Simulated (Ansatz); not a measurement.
Total energies of Sn(CN)H3 (CH3NSn) from Ansatz at PBE0-D4/def2-TZVP, gas phase (1 Eh = 27.2114 eV = 2625.5 kJ/mol). The reference geometry is relaxed at PBE-D4/def2-TZVP.

```xyz
6

Sn   -0.091   -0.360   -0.549
C     0.200    0.794    1.213
N     0.362    1.428    2.177
H     0.365    0.638   -1.857
H    -1.749   -0.768   -0.589
H     0.913   -1.732   -0.396
```

```
                 state                     geometry  energy (Eh)
      charge 0 singlet                    reference   -308.84524
      charge 1 doublet                    reference   -308.41756
      charge 1 doublet  relaxed at PBE-D4/def2-TZVP   -308.55770
free Sn atom (triplet)                            –   -214.25870
 free C atom (triplet)                            –    -37.80537
 free N atom (quartet)                            –    -54.54382
 free H atom (doublet)                            –     -0.50104
```

In the def2 sets Sn takes a core potential; there is no spin–orbit coupling.

Work out the vertical ionisation energy to the doublet.

E(charge 1 doublet) − E(charge 0 singlet) = -308.41756 − (-308.84524) = 0.42768 Eh = 11.64 eV. For comparison, −ε of the highest occupied level is 9.47 eV at this level, 2.17 eV less.

How much does the charge 1 doublet relax, and what is the adiabatic ionisation energy?

Relaxation: -308.41756 − (-308.55770) = 0.14014 Eh = 3.81 eV. Adiabatic ionisation energy: 0.28754 Eh = 7.82 eV, without zero-point energy. Bonds change on the way (2 lost, 2 formed), so the relaxed form is another species. 

What is the binding energy per atom against free atoms?

Atoms: 1 × (-214.25870) + 1 × (-37.80537) + 1 × (-54.54382) + 3 × (-0.50104) = -308.11101 Eh. Binding: -308.11101 − (-308.84524) = 0.73423 Eh = 19.98 eV, or 3.33 eV for each of 6 atoms (no zero-point energy, no counterpoise term).
